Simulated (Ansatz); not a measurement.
The cluster In₂Se₃, relaxed as a singlet with RKS B3LYP-D4/def2-SVP in Ansatz, starting from the GFN2-xTB geometry. Force threshold 0.02 eV/Å.

In the def2 sets In takes a core potential; there is no spin–orbit coupling. The restricted singlet is unstable towards broken spin symmetry at other levels; at B3LYP-D4/def2-SVP this wasn't settled. Another isomer (singlet) lies 0.42 eV lower at PBE0-D4/def2-TZVP; other spin states weren't run for this one.

Start:

```xyz
5

In    1.165    2.024   -0.845
In   -0.816   -1.887   -0.763
Se   -0.770   -1.035    2.039
Se    0.024    1.046    1.892
Se    0.398   -0.147   -2.323
```

(1) Estimate the energy that the relaxation releases and the steps that it takes.

(2) Does the start keep its bonding?

(3) Predict the relaxed structure.

Answers

(1) 11.0 kcal/mol, in 8 steps; 37 s on 4 threads of Arm Neoverse V1 on a shared host. No frequencies were taken in this run, so the end may be a saddle point.

(2) By distances, no bond broke or formed. The bond that changes most is In1–Se4, from 3.12 to 2.70 Å (atoms count from 1).

(3) 
Cartesian coordinates in Å:
```
In 0.920 1.708 -0.647
In -0.690 -1.786 -0.722
Se -0.802 -0.950 1.847
Se 0.173 1.161 1.892
Se 0.400 -0.133 -2.370
```
Bond lengths (bridged metal pairs left out): 4 × In–Se 2.57 to 2.70 Å; 1 × Se–Se 2.33 Å.
